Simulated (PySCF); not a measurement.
A small calculation by hand: dipole moment from atomic charges

C2H3ClF2Si, SMILES F[SiH](F)/C=C\Cl. Atoms are numbered in the order given.

```xyz
9

F      2.0586    -1.5975    -0.3622
Si     1.0660    -0.3184    -0.1629
F      1.1541     0.5588    -1.5337
C     -0.6435    -1.0092     0.0795
C     -1.7048    -0.2976     0.5024
Cl    -1.6353     1.4077     0.8431
H      1.5796     0.5167     0.9583
H     -0.8170    -2.0837    -0.1076
H     -2.7105    -0.7166     0.6699
```

Geometry: PBE-D3(BJ)/def2-SVP. The structure was generated by enumeration; whether it is a known compound was not checked. One conformer was computed; it need not be the lowest.

Charges (e) from M06-2X/def2-TZVP (PySCF):

```json
[
 {"atom": "F1", "Mulliken": "-0.336", "IAO": "-0.549"},
 {"atom": "Si2", "Mulliken": "0.803", "IAO": "1.525"},
 {"atom": "F3", "Mulliken": "-0.333", "IAO": "-0.543"},
 {"atom": "C4", "Mulliken": "-0.359", "IAO": "-0.517"},
 {"atom": "C5", "Mulliken": "-0.048", "IAO": "-0.103"},
 {"atom": "Cl6", "Mulliken": "-0.058", "IAO": "-0.015"},
 {"atom": "H7", "Mulliken": "-0.012", "IAO": "-0.154"},
 {"atom": "H8", "Mulliken": "0.169", "IAO": "0.180"},
 {"atom": "H9", "Mulliken": "0.173", "IAO": "0.175"}
]
```

The dipole moment of the full density is 2.60 D.

Problem. What dipole moment does each set of point charges give, and which comes closer to that of the density?

Solution. 
μ = Σ q r, and 1 e Å = 4.8032 D.
Mulliken: Σ q r = (-0.438, -0.092, 0.486) e Å, |μ| = 3.18 D.
IAO: Σ q r = (-0.463, 0.039, 0.628) e Å, |μ| = 3.75 D.
Mulliken comes closer in size. Point charges leave out the atoms' own dipoles (lone pairs, polarised bonds); fits to the potential absorb them, partitions of the density don't.
